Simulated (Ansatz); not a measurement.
Geometry optimisation, RKS B3LYP-D4/def2-SVP in Ansatz 0.2.0.

Input file:

```yaml
crystal:
  periodic: [false, false, false]
  atoms:
    - { symbol: Ge, position_ang: [-0.412912, 0.21749, -0.407159] }
    - { symbol: Ge, position_ang: [-0.218621, -0.269812, 3.165405] }
    - { symbol: H, position_ang: [-0.601786, -0.747859, 4.581985] }
    - { symbol: H, position_ang: [1.123064, -0.913423, 2.758425] }
    - { symbol: H, position_ang: [-0.066513, 1.263328, 3.168449] }
    - { symbol: H, position_ang: [0.529206, 0.98445, 0.535247] }
    - { symbol: H, position_ang: [-0.225596, 0.682529, -1.865388] }
    - { symbol: H, position_ang: [-0.23936, -1.307346, -0.281681] }
    - { symbol: Br, position_ang: [-2.654485, 0.752642, 0.197443] }
    - { symbol: H, position_ang: [-1.335595, -0.661999, 2.169673] }
basis:
  gaussian: { orbitals: def2-SVP }
hamiltonian:
  xc: b3lyp
  dispersion: d4
relax:
  f_tol: 0.03
  max_steps: 50
output:
  orbitals: {}
```

Command:

```bash
$ ansatz run input.yaml --threads 4 --pin off --max-ram 5120MiB --backend cpu --events-out ev --progress --plain --runs-dir out
```

Q: Where does it end, and by what steps?

A: The run converged. After 5 steps the energy has fallen by 0.132 eV; Br9 moved furthest, 0.37 Å.

```
step  energy less start (eV)  largest force component (eV/Å)  accepted
   0                  0.0000                           0.435       yes
   1                 -0.1016                           0.086       yes
   2                 -0.1191                           0.079       yes
   3                 -0.1221                           0.297       yes
   4                 -0.1313                           0.034       yes
   5                 -0.1321                           0.014       yes
```

```xyz
10
Properties=species:S:1:pos:R:3
Ge -0.462 0.275 -0.677
Ge -0.183 -0.322 3.440
H -0.501 -0.780 4.875
H 1.159 -0.936 2.995
H -0.076 1.214 3.399
H 0.452 1.019 0.310
H -0.199 0.716 -2.126
H -0.330 -1.249 -0.520
Br -2.664 0.848 -0.162
H -1.299 -0.785 2.488
```

Whether the end is a true minimum wasn't checked by a vibrational analysis.

The run took 18 s on 4 threads of Arm Neoverse V1 (shared host), peak memory 0.4 GiB.
